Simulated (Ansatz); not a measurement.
Reaction (redistribution): `C[Se][Al]([F])[F]` + `C[O][Zr]([NH2])([OH])[F]` → `C[O][Zr]([OH])([F])[Se]C` + `[NH2][Al]([F])[F]`

Program: Ansatz. Geometries: PBE0-D4/def2-TZVP. ΔE: electronic, gas phase. CBS: MP2 limit from def2 TZ/QZ plus the TZ coupled-cluster correction, frozen cores. Functionals use def2-TZVPP. B3LYP here is the variant with VWN-RPA as its local correlation; programs differ in this. Elements past krypton have def2 core potentials. For Se, Zr outer-core shells are correlated without core-valence functions, which leaves a few kJ/mol of doubt a bond. Scalar relativity is left out up to krypton. One conformer a species, not always the lowest.

`C[Se][Al]([F])[F]`:

Z-matrix (Å, degrees):
```
C
Se 1 1.970
H 1 1.087 2 107.6
H 1 1.087 2 107.8 3 -119.0
H 1 1.087 2 111.0 3 120.4
Al 2 2.275 1 97.6 3 -122.5
F 6 1.643 2 120.0 1 0.3
F 6 1.638 2 121.3 1 -179.8
```

`C[O][Zr]([NH2])([OH])[F]`:

```xyz
12

C    -1.091    1.763   -1.127
O    -0.534    0.793   -0.302
Zr    0.284   -0.475    0.871
N     0.281   -2.287   -0.062
O     2.109   -0.091    1.350
F    -0.809   -0.551    2.459
H    -1.308    1.346   -2.116
H    -0.404    2.606   -1.252
H    -2.026    2.140   -0.698
H    -0.447   -2.651   -0.661
H     1.028   -2.965   -0.010
H     2.917    0.372    1.549
```

`C[O][Zr]([OH])([F])[Se]C`:

```xyz
14

C    -1.950    1.413   -0.216
O    -0.908    0.737    0.410
Zr    0.426   -0.340    1.229
O    -0.186   -1.194    2.825
F     1.956    0.777    1.533
Se    1.068   -2.185   -0.458
C     1.655   -0.816   -1.753
H    -1.623    2.410   -0.527
H    -2.283    0.862   -1.102
H    -2.800    1.521    0.465
H    -0.682   -1.460    3.593
H     0.864   -0.647   -2.481
H     2.544   -1.202   -2.249
H     1.920    0.125   -1.269
```

`[NH2][Al]([F])[F]`:

```xyz
6

N     0.092    0.487    0.825
Al   -0.076   -0.396   -0.671
F     1.218   -0.641   -1.649
F    -1.531   -0.998   -1.130
H     0.956    0.879    1.160
H    -0.661    0.670    1.466
```

```tsv
level	ΔE (kJ/mol)
B3LYP-D4	-21.3
ωB97M-V	-20.1
r2SCAN	-22.2
PBE0	-17.2
B3LYP	-18.3
MP2/def2-TZVPP	-31.6
HF/def2-QZVPP	-19.2
SCS-MP2/def2-QZVPP	-25.9
```

(1) What does CCSD(T)/CBS give? (Estimate.)

Largest T1 diagnostic among the species: 0.016.

## Answers

(1) Ansatz gave: -23.4 kJ/mol. The listed levels differ from it by 2.1, 3.3, 1.2, 6.2, 5.1, -8.2, 4.2, -2.5 kJ/mol.

In def2-TZVPP, CCSD(T) changes the Hartree–Fock value by −8.5 kJ/mol (the triples alone add −2.5 kJ/mol) and MP2 by −12.8 kJ/mol.
